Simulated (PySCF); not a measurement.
CH4AlFOSe, SMILES C[O][Al]([F])[SeH].

Geometry: PBE0-D3(BJ)/def2-SVP. One conformer was computed; it need not be the lowest.

These are ωB97X/def2-TZVP (PySCF) values and carry that method's errors.

Symmetry labels are those of the subgroup Cs that the program uses (full group Cs).

Question: List the valence orbital energies around the gap with their symmetry. (Estimate from the structure and the level; the computed values follow.)

Answer: 
```
orbital  symmetry  energy (eV)
-------  --------  -----------
HOMO−7         A'       -15.32
HOMO−6         A"       -14.27
HOMO−5         A'       -14.22
HOMO−4         A'       -13.47
HOMO−3         A'       -11.40
HOMO−2         A'       -11.14
HOMO−1         A"       -11.09
HOMO           A"        -9.75
LUMO           A'         1.19
LUMO+1         A"         1.89
LUMO+2         A'         2.22
LUMO+3         A'         3.34
```
